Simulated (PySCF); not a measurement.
**Fractional electron number in Mn (manganese, neutral)**

The 4s beta orbital of [Ar] 3d5 4s2 is emptied in steps (occupation f), with all orbitals relaxed, ending at [Ar] 3d5 4s1. Calculation: PySCF 2.14, in aug-cc-pVTZ (8s7p5d3f2g, 93 functions); no relativity, point nucleus. The exact energy is a straight line in f; departures are measured from the line between the end points of the same method.

```
   f  PBE0 (eV)  r2SCAN (eV)  LC-wPBE (eV)
   1      0.000        0.000         0.000
0.75     -0.368       -0.431         0.016
 0.5     -0.488       -0.546         0.020
0.25     -0.360       -0.366         0.012
   0      0.000        0.000         0.000
```

```tsv
method	E(f=0) − E(f=1) (eV)	−ε at f=1 (eV)	−ε at f=0.5 (eV)
PBE0	7.030	5.063	7.047
r2SCAN	6.880	4.508	7.032
LC-wPBE	6.919	7.012	6.903
```

Orbital energy along the path (eV):

```
   f    PBE0  r2SCAN  LC-wPBE
   1  -5.063  -4.508   -7.012
0.75  -6.055  -5.797   -6.956
 0.5  -7.047  -7.032   -6.903
0.25  -8.036  -8.102   -6.878
   0  -8.371  -7.955   -6.753
```

As f goes to zero the orbital energy of a semilocal functional can turn back, because the density of that orbital vanishes from the exchange-correlation potential.

Reference removal energy between the ground levels: 7.434 eV (measured; NIST Atomic Spectra Database, ionization energies).
